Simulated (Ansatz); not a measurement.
One change: `N[Si](O)(S)[SeH]` becomes `N=C[Si](N)(O)S`.

Ansatz, PBE0-D4/def2-TZVP geometries, multiplicity 1. Each molecule was computed in one conformer, which needn't be the lowest.

Scalar relativity is left out up to krypton.

```csv
property,`N[Si](O)(S)[SeH]`
HOMO energy (PBE0/def2-TZVPP) / eV,-6.94
LUMO energy (ωB97M-V/def2-TZVPP) / eV,1.73
LUMO energy (B3LYP/def2-TZVPP) / eV,-0.34
HOMO energy (ωB97M-V/def2-TZVPP) / eV,-9.10
size of the dipole moment (PBE/def2-TZVPP) / D,1.90
HOMO–LUMO gap (ωB97M-V/def2-TZVPP) / eV,10.83
```

(1) Give the same properties after the change, and the shifts. (Estimate.)

Answers

(1) Computed: 
```
                                      property  `N=C[Si](N)(O)S`  shift
            HOMO energy (PBE0/def2-TZVPP) / eV             -7.32  -0.38
         LUMO energy (ωB97M-V/def2-TZVPP) / eV              1.05  -0.68
           LUMO energy (B3LYP/def2-TZVPP) / eV             -1.39  -1.05
         HOMO energy (ωB97M-V/def2-TZVPP) / eV             -9.52  -0.42
size of the dipole moment (PBE/def2-TZVPP) / D              2.23   0.33
       HOMO–LUMO gap (ωB97M-V/def2-TZVPP) / eV             10.58  -0.25
```

With PBE0 the HOMO falls by 0.38 eV and the LUMO falls by 1.09 eV, so the gap narrows by about 0.71 eV. PBE moves the HOMO by -0.29 eV and ωB97M-V by -0.42 eV. Dipoles are sizes alone; their direction can turn.

B3LYP here is the variant with VWN-RPA as its local correlation; programs differ in this.

Spin–orbit coupling is left out; it splits and shifts lone-pair levels of the heavy atoms by tenths of an eV.
